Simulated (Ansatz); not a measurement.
Steps of a relaxation of ClH3O3SW, SMILES `[OH][W]([OH])([OH])(=[S])[Cl]` with RKS PBE-D4/def2-SVP.

```sh
$ ansatz run in.yaml --threads 4 --pin off --events-out ev --progress --plain --max-ram 11315MiB
```

```yaml
crystal:
  periodic: [false, false, false]
  atoms:
    - {symbol: O, position_ang: [1.581700, -0.912500, 0.150100]}
    - {symbol: W, position_ang: [-0.574800, 0.343500, -0.134200]}
    - {symbol: O, position_ang: [-1.022200, -0.579400, 2.099800]}
    - {symbol: O, position_ang: [-0.231000, -0.955100, -1.711700]}
    - {symbol: S, position_ang: [0.061500, 2.394200, -1.339900]}
    - {symbol: Cl, position_ang: [-0.592500, 2.095700, 1.606700]}
    - {symbol: H, position_ang: [2.343000, -0.311300, 0.346400]}
    - {symbol: H, position_ang: [-1.248800, -1.355200, 1.610200]}
    - {symbol: H, position_ang: [-0.228400, -0.766100, -2.644600]}
basis:
  gaussian: {orbitals: def2-SVP}
hamiltonian: {xc: pbe, dispersion: d4}
relax: {f_tol: 0.03, max_steps: 200}
```

Positions (Å) and forces (eV/Å) along the path, 15 of 55 steps:

```xyz
9
step=1 energy=-31345.1933 eV
O     1.582   -0.912    0.150   -2.242    1.930   -0.079
W    -0.575    0.344   -0.134    5.751    0.273   -0.056
O    -1.022   -0.579    2.100    0.576    2.723   -2.903
O    -0.231   -0.955   -1.712   -1.852    1.528    3.879
S     0.061    2.394   -1.340   -1.263   -3.793    1.453
Cl   -0.593    2.096    1.607   -0.058   -0.845   -0.628
H     2.343   -0.311    0.346   -0.442    0.082    0.147
H    -1.249   -1.355    1.610   -0.521   -2.414   -0.533
H    -0.228   -0.766   -2.645    0.051    0.517   -1.282
9
step=3 energy=-31350.2112 eV
O     1.386   -0.686    0.160    1.867    1.657    0.903
W    -0.205    0.297   -0.059    0.111   -0.632    0.318
O    -0.989   -0.471    1.775   -0.439   -1.360   -2.896
O    -0.368   -0.883   -1.609   -1.224    0.442    0.171
S     0.033    2.137   -1.262    0.362   -1.061    0.012
Cl   -0.576    2.046    1.593    0.200    0.050    0.288
H     2.295   -0.295    0.355   -1.153   -0.449   -0.220
H    -1.252   -1.447    1.617    0.598    1.238    0.238
H    -0.236   -0.744   -2.589   -0.322    0.115    1.186
9
step=4 energy=-31351.1083 eV
O     1.436   -0.615    0.220    0.870    0.723    0.489
W    -0.186    0.271   -0.040    0.604    0.153   -0.281
O    -1.031   -0.480    1.586   -0.914   -1.589   -1.073
O    -0.492   -0.871   -1.553   -0.862   -0.174    0.087
S     0.081    2.060   -1.275    0.297   -0.327   -0.126
Cl   -0.546    2.043    1.612    0.161    0.017    0.195
H     2.334   -0.248    0.369   -0.241    0.029   -0.108
H    -1.223   -1.474    1.576    0.415    1.050   -0.116
H    -0.283   -0.732   -2.513   -0.329    0.118    0.932
9
step=6 energy=-31352.1480 eV
O     1.549   -0.427    0.465    1.323    0.344   -0.252
W    -0.085    0.312    0.005   -0.256    0.233    0.421
O    -1.287   -0.549    1.290   -0.032   -0.504   -0.598
O    -0.632   -0.942   -1.359   -0.150    0.037    0.417
S     0.179    2.015   -1.319    0.046   -0.272   -0.261
Cl   -0.407    2.006    1.702    0.044   -0.260   -0.011
H     2.452   -0.111    0.193   -0.775   -0.203    0.219
H    -1.241   -1.541    1.317   -0.100    0.505   -0.240
H    -0.439   -0.809   -2.311   -0.100    0.120    0.305
9
step=9 energy=-31352.6186 eV
O     1.723   -0.287    0.492   -0.013   -0.097    0.112
W     0.001    0.335    0.133   -0.016    0.232   -0.106
O    -1.328   -0.579    1.208   -0.167   -0.879   -0.343
O    -0.650   -1.017   -1.105    0.040   -0.134    0.075
S     0.142    1.837   -1.435   -0.102   -0.097    0.031
Cl   -0.284    1.927    1.824    0.070   -0.025    0.089
H     2.534    0.059    0.082    0.139    0.105   -0.091
H    -1.549   -1.483    0.835    0.043    0.913    0.170
H    -0.499   -0.837   -2.052    0.006   -0.019    0.063
9
step=13 energy=-31352.8892 eV
O     1.809   -0.216    0.314    0.527    0.329   -0.451
W    -0.014    0.281    0.158   -0.227   -0.099    0.119
O    -1.613   -0.364    1.029    0.294    0.220   -0.027
O    -0.415   -1.277   -0.950    0.127    0.256   -0.024
S    -0.266    1.836   -1.297    0.010   -0.022   -0.022
Cl    0.229    1.623    2.079   -0.154   -0.163   -0.063
H     2.541    0.391    0.030   -0.487   -0.390    0.264
H    -1.993   -1.109    0.520   -0.109   -0.049   -0.004
H    -0.189   -1.212   -1.901    0.020   -0.084    0.208
9
step=18 energy=-31353.0403 eV
O     1.773   -0.183   -0.076    0.039    0.061   -0.024
W    -0.071    0.314    0.150   -0.050    0.025    0.287
O    -1.774   -0.183    0.854   -0.033   -0.109   -0.275
O    -0.374   -1.317   -0.850    0.236   -0.032   -0.355
S    -0.352    1.977   -1.172    0.005   -0.003    0.012
Cl    0.394    1.280    2.224    0.052   -0.021   -0.104
H     2.446    0.528   -0.110   -0.084   -0.059   -0.015
H    -2.260   -0.958    0.501    0.077    0.081    0.129
H     0.307   -1.505   -1.539   -0.242    0.056    0.345
9
step=25 energy=-31353.1200 eV
O     1.720   -0.175   -0.185    0.025    0.021    0.008
W    -0.124    0.333    0.086   -0.073   -0.002   -0.086
O    -1.900   -0.077    0.609    0.017   -0.116    0.024
O    -0.349   -1.297   -0.939    0.006    0.051    0.029
S    -0.335    2.087   -1.127    0.003   -0.017    0.011
Cl    0.435    1.102    2.212    0.009    0.003    0.025
H     2.389    0.535   -0.113   -0.020   -0.029    0.009
H    -2.243   -0.977    0.784    0.019    0.107   -0.008
H     0.496   -1.577   -1.346    0.013   -0.018   -0.012
9
step=28 energy=-31353.1234 eV
O     1.709   -0.183   -0.184    0.354    0.395    0.187
W    -0.147    0.320    0.022    0.020   -0.068    0.013
O    -1.896   -0.092    0.620   -0.049   -0.177    0.024
O    -0.334   -1.267   -1.055    0.037    0.031    0.010
S    -0.375    2.071   -1.189   -0.015    0.012   -0.001
Cl    0.444    1.129    2.141    0.019   -0.005   -0.023
H     2.384    0.478    0.110   -0.379   -0.372   -0.163
H    -2.208   -0.949    0.978    0.049    0.181   -0.050
H     0.511   -1.553   -1.461   -0.037    0.003    0.004
9
step=31 energy=-31353.1333 eV
O     1.713   -0.157   -0.183   -0.056    0.002   -0.021
W    -0.158    0.302   -0.021    0.002    0.005   -0.020
O    -1.893   -0.108    0.606    0.000   -0.006    0.024
O    -0.303   -1.252   -1.133    0.019   -0.013   -0.014
S    -0.428    2.054   -1.228    0.030   -0.046    0.051
Cl    0.439    1.112    2.108   -0.003   -0.001   -0.038
H     2.374    0.422    0.242    0.006    0.030    0.030
H    -2.195   -0.875    1.130    0.010    0.027   -0.006
H     0.540   -1.545   -1.536   -0.007    0.002   -0.007
9
step=47 energy=-31353.1640 eV
O     1.760    0.091   -0.161    0.022    0.046    0.116
W    -0.148    0.185   -0.148    0.078    0.010   -0.036
O    -1.829   -0.213    0.607   -0.144   -0.114    0.490
O    -0.191   -1.348   -1.265    0.335   -0.084   -0.376
S    -0.520    1.904   -1.371   -0.023    0.006   -0.026
Cl    0.318    0.915    2.106   -0.018   -0.020    0.017
H     2.261    0.304    0.652   -0.011   -0.030   -0.073
H    -2.033   -0.415    1.550    0.116    0.124   -0.463
H     0.471   -1.469   -1.988   -0.356    0.062    0.350
9
step=49 energy=-31353.1757 eV
O     1.780    0.131   -0.107   -0.044   -0.003   -0.046
W    -0.123    0.154   -0.158   -0.014    0.016    0.091
O    -1.798   -0.251    0.609   -0.034   -0.049   -0.008
O    -0.168   -1.378   -1.280    0.202    0.048   -0.089
S    -0.524    1.856   -1.396    0.026   -0.024    0.026
Cl    0.274    0.900    2.137   -0.009   -0.073   -0.155
H     2.273    0.332    0.712   -0.017   -0.007    0.015
H    -1.993   -0.329    1.564    0.052    0.046   -0.044
H     0.367   -1.461   -2.100   -0.162    0.046    0.209
9
step=51 energy=-31353.1825 eV
O     1.794    0.164   -0.097    0.031   -0.018    0.065
W    -0.108    0.131   -0.150   -0.032    0.104   -0.146
O    -1.793   -0.278    0.598   -0.052   -0.037    0.161
O    -0.125   -1.409   -1.253    0.149    0.007   -0.222
S    -0.524    1.819   -1.402    0.011   -0.016    0.005
Cl    0.260    0.861    2.138   -0.001   -0.014    0.029
H     2.279    0.348    0.731   -0.006   -0.009   -0.027
H    -1.990   -0.257    1.557    0.031   -0.001   -0.103
H     0.296   -1.423   -2.140   -0.130   -0.015    0.238
9
step=54 energy=-31353.1864 eV
O     1.809    0.174   -0.062    0.016   -0.006    0.007
W    -0.089    0.126   -0.159   -0.027   -0.022    0.010
O    -1.773   -0.311    0.592    0.020    0.006   -0.005
O    -0.080   -1.414   -1.253    0.004   -0.005   -0.040
S    -0.512    1.810   -1.411   -0.006    0.009   -0.010
Cl    0.236    0.862    2.143    0.001    0.004    0.000
H     2.270    0.374    0.776    0.001    0.005    0.003
H    -1.953   -0.231    1.550    0.000   -0.001   -0.001
H     0.180   -1.435   -2.194   -0.010    0.009    0.035
9
step=55 energy=-31353.1865 eV
O     1.809    0.169   -0.060    0.005   -0.003    0.004
W    -0.090    0.124   -0.159    0.000   -0.004    0.005
O    -1.773   -0.311    0.593    0.005    0.001    0.002
O    -0.082   -1.414   -1.255    0.006   -0.007   -0.022
S    -0.512    1.808   -1.412   -0.001    0.004   -0.001
Cl    0.237    0.863    2.143   -0.002    0.004   -0.001
H     2.270    0.377    0.776   -0.005    0.001   -0.003
H    -1.952   -0.230    1.550    0.000   -0.001   -0.001
H     0.183   -1.432   -2.194   -0.007    0.004    0.019
```

Hardware: 4 threads of an Intel Xeon Platinum 8488C on a shared host. Wall time 77 s, peak host memory 0.23 GiB.
